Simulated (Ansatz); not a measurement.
Start from `F[SiH]([SiH3])[GeH3]` and change one atom or group to get `[SiH3][SiH2][GeH3]`.

Ansatz, PBE0-D4/def2-TZVP geometries, multiplicity 1. 

Scalar relativity is left out up to krypton.

```json
{"property": "LUMO energy (PBE0/def2-TZVPP) / eV", "`F[SiH]([SiH3])[GeH3]`": "-0.91"}
{"property": "ideal-gas entropy at 298 K and 1 bar (rigid rotor, harmonic PBE0-D4/def2-TZVP) / J/(mol·K)", "`F[SiH]([SiH3])[GeH3]`": "389"}
{"property": "size of the dipole moment (B3LYP/def2-TZVPP) / D", "`F[SiH]([SiH3])[GeH3]`": "1.10"}
{"property": "HOMO–LUMO gap (PBE0/def2-TZVPP) / eV", "`F[SiH]([SiH3])[GeH3]`": "6.97"}
{"property": "HOMO energy (B3LYP/def2-TZVPP) / eV", "`F[SiH]([SiH3])[GeH3]`": "-7.69"}
{"property": "zero-point energy (PBE0-D4/def2-TZVP) / kJ/mol", "`F[SiH]([SiH3])[GeH3]`": "156.9"}
```

Task: Give the same properties after the change, and the shifts. (An estimate is asked.)

Result: Computed: 
```
                                                                                  property  `[SiH3][SiH2][GeH3]`  shift
                                                        LUMO energy (PBE0/def2-TZVPP) / eV                 -0.20   0.71
ideal-gas entropy at 298 K and 1 bar (rigid rotor, harmonic PBE0-D4/def2-TZVP) / J/(mol·K)                   366    -23
                                          size of the dipole moment (B3LYP/def2-TZVPP) / D                  0.18  -0.92
                                                      HOMO–LUMO gap (PBE0/def2-TZVPP) / eV                  7.78   0.81
                                                       HOMO energy (B3LYP/def2-TZVPP) / eV                 -7.78  -0.09
                                            zero-point energy (PBE0-D4/def2-TZVP) / kJ/mol                 170.1   13.2
```

With PBE0 the HOMO falls by 0.10 eV and the LUMO rises by 0.71 eV, so the gap widens by about 0.81 eV. PBE moves the HOMO by -0.14 eV and ωB97M-V by -0.11 eV. Dipoles are sizes alone; their direction can turn.

Positive LUMOs are unbound, so they and the gaps depend on the basis.

B3LYP here is the variant with VWN-RPA as its local correlation; programs differ in this.
